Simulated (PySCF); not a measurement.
SMILES c1c(C)c(ccc1)-c1c(ccs1)C#N (GFN2-xTB optimised geometry):

```
23

C     -2.297    -0.744     0.023
C     -1.502     0.526     0.000
C     -2.165     1.746    -0.001
C     -1.477     2.946    -0.004
C     -0.093     2.943    -0.002
C      0.587     1.742     0.000
C     -0.100     0.526     0.000
C      0.691    -0.697     0.008
S      0.352    -2.057    -1.009
C      1.739    -2.902    -0.438
C      2.430    -2.193     0.484
C      1.839    -0.925     0.741
C      2.365    -0.033     1.691
N      2.822     0.662     2.482
H     -1.870    -1.465     0.716
H     -2.318    -1.198    -0.968
H     -3.323    -0.540     0.322
H     -3.245     1.752     0.005
H     -2.020     3.879    -0.006
H      0.457     3.872    -0.003
H      1.667     1.739    -0.012
H      1.953    -3.879    -0.823
H      3.323    -2.536     0.975
```

Computed with B3LYP/def2-SVP (PySCF).

Problem. What are the frontier orbital energies and the dipole moment?

Solution. HOMO-2 -7.39 eV, HOMO-1 -7.06 eV, HOMO -6.48 eV, LUMO -1.75 eV, LUMO+1 -0.43 eV; dipole moment 3.98 D.

Meta-Löwdin charges at B3LYP/def2-SVP: C1 -0.29, C2 0.03, C3 -0.11, C4 -0.09, C5 -0.10, C6 -0.09, C7 -0.02, C8 -0.08, S9 0.28, C10 -0.23, C11 -0.11, C12 -0.06, C13 0.10, N14 -0.22, H15 0.11, H16 0.11, H17 0.10, H18 0.10, H19 0.10, H20 0.11, H21 0.11, H22 0.13, H23 0.13.
